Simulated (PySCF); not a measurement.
Be(OSiH3)2 (BeH6O2Si2), SMILES [O]([SiH3])[Be][O][SiH3]. Heavy atoms are numbered as in [Be:1]([O:2][SiH3:3])[O:7][SiH3:8]. Hydrogens are named by the atom that carries them.

Geometry: B3LYP-D3(BJ)/def2-SVP. The structure was generated by enumeration; whether it is a known compound was not checked. The values are those of a single conformer.

These are B3LYP/pcSseg-1 run with PySCF values and carry that method's errors.

GIAO shieldings, no solvent; atoms alike by connectivity are averaged. δ = σ(ref) − σ: ¹⁷O against H2O (σ = 333.8 ppm); ²⁹Si against TMS (σ = 338.7 ppm); ¹H against TMS (σ = 31.68 ppm), references at their B3LYP-D3(BJ)/def2-TZVP geometries, non-relativistic.

Computed chemical shifts:
| nucleus | atoms | count | δ (ppm) |
|---|---|---|---|
| ¹⁷O | O2 | 2 | 12.0 |
| ²⁹Si | Si3 (SiH3) | 2 | -45.9 |
| ¹H | H on Si3 | 6 | 5.23 |
